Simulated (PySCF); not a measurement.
CH6MgOSi, singlet, geometry from GFN2-xTB (such geometries of metal compounds can be far from the true shape); PySCF with CASSCF(6,5)/STO-3G.

PySCF was given this input:
```python
from pyscf import gto, scf, mcscf
import numpy

mol = gto.Mole()
mol.atom = '''
    Mg   -0.34070015    0.10170999    1.30983626
    C    -1.82295132    1.50203206    1.71507861
    H    -2.50855082    1.15597099    2.48058177
    H    -2.35754365    1.65362157    0.78154807
    H    -1.36841425    2.43702297    2.02776848
    O     0.37362159   -0.31996842   -0.25504715
    Si    1.03905926   -0.73722157   -1.64782926
    H     0.03058579   -1.41998839   -2.48027717
    H     2.16670806   -1.65102250   -1.37299012
    H     1.52752203    0.47253235   -2.33515085
'''
mol.basis = 'sto-3g'
mol.verbose = 4
mol.build()

mf = scf.RHF(mol)
mf.kernel()
mc = mcscf.CASSCF(mf, 5, 6)
mc.kernel()
occ = numpy.linalg.eigvalsh(mc.fcisolver.make_rdm1(mc.ci, mc.ncas, mc.nelecas))[::-1]
ss = mc.fcisolver.spin_square(mc.ci, mc.ncas, mc.nelecas)[0]
print('natural occupations', occ.round(4), ' <S^2>', round(ss, 4))
```

Task: What does PySCF print? Leave out banner, timings and long lists.

Result: 
```
PySCF version 2.14.0

[INPUT] verbose = 4
[INPUT] num. atoms = 10
[INPUT] num. electrons = 46
[INPUT] charge = 0
[INPUT] spin (= nelec alpha-beta = 2S) = 0
[INPUT] symmetry False subgroup None
[INPUT] Mole.unit = angstrom
[INPUT] Symbol           X                Y                Z      unit          X                Y                Z       unit  Magmom
[INPUT]  1 Mg    -0.340700150000   0.101709990000   1.309836260000 AA   -0.643829974098   0.192204025232   2.475231799425 Bohr   0.0
[INPUT]  2 C     -1.822951320000   1.502032060000   1.715078610000 AA   -3.444878733214   2.838429223716   3.241028855000 Bohr   0.0
[INPUT]  3 H     -2.508550820000   1.155970990000   2.480581770000 AA   -4.740474019353   2.184468579042   4.687620174889 Bohr   0.0
[INPUT]  4 H     -2.357543650000   1.653621570000   0.781548070000 AA   -4.455111825207   3.124891880973   1.476911805482 Bohr   0.0
[INPUT]  5 H     -1.368414250000   2.437022970000   2.027768480000 AA   -2.585928157452   4.605305972574   3.831927071226 Bohr   0.0
[INPUT]  6 O      0.373621590000  -0.319968420000  -0.255047150000 AA    0.706042479325  -0.604652682310  -0.481969262351 Bohr   0.0
[INPUT]  7 Si     1.039059260000  -0.737221570000  -1.647829260000 AA    1.963537428593  -1.393146860422  -3.113946001445 Bohr   0.0
[INPUT]  8 H      0.030585790000  -1.419988390000  -2.480277170000 AA    0.057798766403  -2.683389157162  -4.687044564311 Bohr   0.0
[INPUT]  9 H      2.166708060000  -1.651022500000  -1.372990120000 AA    4.094484825288  -3.119980350495  -2.594575298534 Bohr   0.0
[INPUT] 10 H      1.527522030000   0.472532350000  -2.335150850000 AA    2.886598285940   0.892956726497  -4.412795566045 Bohr   0.0

nuclear repulsion = 179.056610336089
number of shells = 22
number of NR pGTOs = 102
number of NR cGTOs = 34
basis = sto-3g
ecp = {}

******** <class 'pyscf.scf.hf.RHF'> ********
method = RHF
initial guess = minao
damping factor = 0
level_shift factor = 0
DIIS = <class 'pyscf.scf.diis.CDIIS'>
diis_start_cycle = 1
diis_space = 8
diis_damp = 0
SCF conv_tol = 1e-09
SCF conv_tol_grad = None
SCF max_cycles = 50
direct_scf = True
direct_scf_tol = 1e-13
Set gradient conv threshold to 3.16228e-05
Initial guess from minao.
init E= -597.084422429965
  HOMO = -0.316415151793804  LUMO = 0.0553167134552983  gap/eV = 10.11534
cycle= 1 E= -597.343939452692  delta_E= -0.26  |g|= 0.585  |ddm|= 3.58
  HOMO = -0.019894480816077  LUMO = 0.335502476469014  gap/eV = 9.67084
cycle= 2 E= -597.462951669437  delta_E= -0.119  |g|= 0.248  |ddm|= 1.26
  HOMO = -0.224168063188733  LUMO = 0.315808725797131  gap/eV = 14.69352
cycle= 3 E= -597.483863682205  delta_E= -0.0209  |g|= 0.0354  |ddm|= 0.382
  HOMO = -0.229604237960767  LUMO = 0.310521475515347  gap/eV = 14.69757
cycle= 4 E= -597.48472100366  delta_E= -0.000857  |g|= 0.00601  |ddm|= 0.0943
  HOMO = -0.229087995763746  LUMO = 0.310491074409136  gap/eV = 14.68269
cycle= 5 E= -597.484747369751  delta_E= -2.64e-05  |g|= 0.00143  |ddm|= 0.0163
  HOMO = -0.229071921060231  LUMO = 0.310334861824338  gap/eV = 14.67801
cycle= 6 E= -597.484748986869  delta_E= -1.62e-06  |g|= 0.000243  |ddm|= 0.00454
  HOMO = -0.229276235988553  LUMO = 0.310273602214877  gap/eV = 14.68190
cycle= 7 E= -597.484749020394  delta_E= -3.35e-08  |g|= 5.26e-05  |ddm|= 0.000502
  HOMO = -0.229287313652398  LUMO = 0.310280945312812  gap/eV = 14.68240
cycle= 8 E= -597.484749022691  delta_E= -2.3e-09  |g|= 1.01e-05  |ddm|= 0.000145
  HOMO = -0.229283190200509  LUMO = 0.310281765393288  gap/eV = 14.68231
cycle= 9 E= -597.484749022786  delta_E= -9.44e-11  |g|= 1.95e-06  |ddm|= 3.38e-05
  HOMO = -0.229283941556815  LUMO = 0.310281989893246  gap/eV = 14.68234
Extra cycle  E= -597.484749022789  delta_E= -3.18e-12  |g|= 8.37e-07  |ddm|= 4.37e-06
converged SCF energy = -597.484749022789

******** <class 'pyscf.mcscf.mc1step.CASSCF'> ********
CAS (3e+3e, 5o), ncore = 20, nvir = 9
max_cycle_macro = 50
max_cycle_micro = 4
conv_tol = 1e-07
conv_tol_grad = None
orbital rotation max_stepsize = 0.02
orbital rotation threshold for CI restart = 0.01
augmented hessian ah_max_cycle = 30
augmented hessian ah_conv_tol = 1e-12
augmented hessian ah_linear dependence = 1e-14
augmented hessian ah_level shift = 1e-08
augmented hessian ah_start_tol = 2.5
augmented hessian ah_start_cycle = 3
augmented hessian ah_grad_trust_region = 3
kf_trust_region = 3
kf_interval = 4
ci_response_space = 4
ci_grad_trust_region = 3
with_dep4 0
natorb = False
canonicalization = True
sorting_mo_energy = False
ao2mo_level = 2
internal_rotation = False
******** <class 'pyscf.fci.direct_spin1.FCISolver'> ********
max. cycles = 50
conv_tol = 1e-08
davidson only = False
linear dependence = 1e-12
level shift = 0.001
max iter space = 12
nroots = 1
pspace_size = 400
spin = None
CASCI E = -597.487860753777  S^2 = 0.0000000
Set conv_tol_grad to 0.000316228
macro iter   1 ( 21 JK    4 micro), CASSCF E = -597.495477116335  dE = -7.61636256e-03  S^2 = 0.0000000
               |grad[o]|=0.0103  |grad[c]|= 0.02  |ddm|=0.0291  |maxRot[o]|=0.294
macro iter   2 ( 21 JK    4 micro), CASSCF E = -597.498448598240  dE = -2.97148190e-03  S^2 = 0.0000000
               |grad[o]|=0.0217  |grad[c]|=0.0144  |ddm|=0.0172  |maxRot[o]|=0.297
macro iter   3 ( 12 JK    3 micro), CASSCF E = -597.499494644914  dE = -1.04604667e-03  S^2 = 0.0000000
               |grad[o]|=0.0158  |grad[c]|=0.0336  |ddm|=0.0131  |maxRot[o]|=0.149
macro iter   4 (  7 JK    2 micro), CASSCF E = -597.500038960541  dE = -5.44315627e-04  S^2 = 0.0000000
               |grad[o]|=0.0126  |grad[c]|=0.0147  |ddm|=0.00451  |maxRot[o]|=0.0699
macro iter   5 (  7 JK    2 micro), CASSCF E = -597.500535999943  dE = -4.97039402e-04  S^2 = 0.0000000
               |grad[o]|=0.0108  |grad[c]|=0.0195  |ddm|=0.0049  |maxRot[o]|=0.0699
macro iter   6 (  7 JK    2 micro), CASSCF E = -597.500991195107  dE = -4.55195163e-04  S^2 = 0.0000000
               |grad[o]|=0.00902  |grad[c]|=0.0278  |ddm|=0.00508  |maxRot[o]|=0.0699
macro iter   7 (  7 JK    2 micro), CASSCF E = -597.501403848165  dE = -4.12653058e-04  S^2 = 0.0000000
               |grad[o]|=0.0074  |grad[c]|=0.035  |ddm|=0.00467  |maxRot[o]|=0.0699
macro iter   8 (  7 JK    2 micro), CASSCF E = -597.501763166908  dE = -3.59318743e-04  S^2 = 0.0000000
               |grad[o]|=0.00595  |grad[c]|=0.0378  |ddm|=0.00391  |maxRot[o]|=0.0695
macro iter   9 (  7 JK    2 micro), CASSCF E = -597.502067313639  dE = -3.04146732e-04  S^2 = 0.0000000
               |grad[o]|=0.00474  |grad[c]|=0.0362  |ddm|=0.00311  |maxRot[o]|=0.0699
macro iter  10 (  7 JK    2 micro), CASSCF E = -597.502322020386  dE = -2.54706746e-04  S^2 = 0.0000000
               |grad[o]|=0.00379  |grad[c]|=0.0324  |ddm|=0.00247  |maxRot[o]|=0.0699
macro iter  11 (  7 JK    2 micro), CASSCF E = -597.502532687465  dE = -2.10667079e-04  S^2 = 0.0000000
               |grad[o]|=0.0031  |grad[c]|=0.027  |ddm|=0.00199  |maxRot[o]|=0.0699
macro iter  12 (  7 JK    2 micro), CASSCF E = -597.502702966716  dE = -1.70279251e-04  S^2 = 0.0000000
               |grad[o]|=0.00261  |grad[c]|=0.0206  |ddm|=0.00163  |maxRot[o]|=0.0699
macro iter  13 (  7 JK    2 micro), CASSCF E = -597.502835508946  dE = -1.32542230e-04  S^2 = 0.0000000
               |grad[o]|=0.00228  |grad[c]|=0.0135  |ddm|=0.00136  |maxRot[o]|=0.0699
macro iter  14 (  7 JK    2 micro), CASSCF E = -597.502932148550  dE = -9.66396038e-05  S^2 = 0.0000000
               |grad[o]|=0.00204  |grad[c]|=0.00653  |ddm|=0.00115  |maxRot[o]|=0.0699
macro iter  15 (  7 JK    2 micro), CASSCF E = -597.502993592776  dE = -6.14442262e-05  S^2 = 0.0000000
               |grad[o]|=0.00175  |grad[c]|=0.000362  |ddm|=0.000975  |maxRot[o]|=0.0696
macro iter  16 (  6 JK    2 micro), CASSCF E = -597.503015524635  dE = -2.19318590e-05  S^2 = 0.0000000
               |grad[o]|=0.00131  |grad[c]|=0.00218  |ddm|=0.000656  |maxRot[o]|=0.0499
macro iter  17 (  9 JK    3 micro), CASSCF E = -597.502995831913  dE =  1.96927219e-05  S^2 = 0.0000000
               |grad[o]|=0.000779  |grad[c]|=0.00102  |ddm|=0.000432  |maxRot[o]|=0.0487
macro iter  18 ( 17 JK    4 micro), CASSCF E = -597.503006722849  dE = -1.08909358e-05  S^2 = 0.0000000
               |grad[o]|=0.000654  |grad[c]|=0.000634  |ddm|=0.000267  |maxRot[o]|=0.0202
macro iter  19 (  7 JK    2 micro), CASSCF E = -597.503018028775  dE = -1.13059260e-05  S^2 = 0.0000000
               |grad[o]|=0.000342  |grad[c]|=0.00081  |ddm|=0.000253  |maxRot[o]|=0.0383
macro iter  20 (  9 JK    3 micro), CASSCF E = -597.503006380291  dE =  1.16484836e-05  S^2 = 0.0000000
               |grad[o]|=0.000203  |grad[c]|=0.000927  |ddm|=0.000308  |maxRot[o]|=0.037
macro iter  21 (  7 JK    2 micro), CASSCF E = -597.503012633762  dE = -6.25347059e-06  S^2 = 0.0000000
               |grad[o]|=0.000242  |grad[c]|=0.000148  |ddm|=8.29e-05  |maxRot[o]|=0.0154
macro iter  22 (  6 JK    2 micro), CASSCF E = -597.503018328440  dE = -5.69467750e-06  S^2 = 0.0000000
               |grad[o]|=0.000169  |grad[c]|=0.000392  |ddm|=0.000101  |maxRot[o]|=0.0236
macro iter  23 (  4 JK    1 micro), CASSCF E = -597.503019984649  dE = -1.65620986e-06  S^2 = 0.0000000
               |grad[o]|=9.56e-05  |grad[c]|=0.000747  |ddm|=0.000155  |maxRot[o]|=0.0192
macro iter  24 (  5 JK    1 micro), CASSCF E = -597.503020009072  dE = -2.44222065e-08  S^2 = 0.0000000
               |grad[o]|=5.39e-05  |grad[c]|=0.000152  |ddm|=4.26e-05  |maxRot[o]|=0.00296
1-step CASSCF converged in  24 macro (208 JK  55 micro) steps
CASSCF canonicalization
Density matrix diagonal elements [1.97285551e+00 1.99882556e+00 1.99742727e+00 2.95338856e-02
 1.35777966e-03]
CASSCF energy = -597.503020009072
CASCI E = -597.503020009072  E(CI) = -21.2988019199513  S^2 = 0.0000000
natural occupations [1.9996e+00 1.9988e+00 1.9722e+00 2.8000e-02 1.4000e-03]  <S^2> 0.0
```
